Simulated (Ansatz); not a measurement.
`BC(Cl)BN` + H₂ → `BCCl` + `BN`  (hydrogenolysis of a C–B bond)

Gas-phase electronic energies from Ansatz, PBE0-D4/def2-TZVP geometries. CCSD(T)/CBS adds triple-zeta CCSD(T) − MP2 to the extrapolated MP2 energy (def2 sets, frozen cores). This one scheme is used for every species. DFT in def2-TZVPP. B3LYP here is the variant with VWN-RPA as its local correlation; programs differ in this. HSE06 is defined as in plane-wave codes. One conformer a species, not always the lowest.

```
             level  ΔE (kJ/mol)  difference from CCSD(T)/CBS
        r2SCANh-D4         -3.8                          2.3
        r2SCAN0-D4         -6.5                         -0.4
          HSE06-D4         -5.9                          0.2
               PBE         -7.4                         -1.3
            r2SCAN         -4.0                          2.1
             B3LYP        -20.4                        -14.3
           r2SCANh         -6.1                          0.0
RPA@PBE/def2-TZVPP         -9.0                         -2.9
     HF/def2-TZVPP        -38.7                        -32.6
    CCSD/CBS(def2)        -12.5                         -6.4
       CCSD(T)/CBS         -6.1                            0
```

What do rigid-rotor, harmonic-oscillator terms from PBE0-D4/def2-TZVP frequencies (298.15 K, 1 bar) make of the CCSD(T)/CBS value? (Best estimate.)

The calculation gave: ΔZPE = +16.8 kJ/mol, ΔH = +6.4 kJ/mol, ΔS = 29 J/(mol·K), ΔG = -2.3 kJ/mol. Modes under 50 cm⁻¹ make the entropy rough.

Largest T1 diagnostic among the species: 0.012.

From r2SCAN to r2SCAN0 (25 % exact exchange), in def2-TZVPP and without D4, ΔE moves by −5.0 kJ/mol. In def2-TZVPP, CCSD(T) changes the Hartree–Fock value by +31.6 kJ/mol (the triples alone add +6.4 kJ/mol) and MP2 by +36.9 kJ/mol.

CCSD(T)/CBS has its own doubt, a few kJ/mol and more with outer-core shells, so smaller differences from it don't rank the levels.
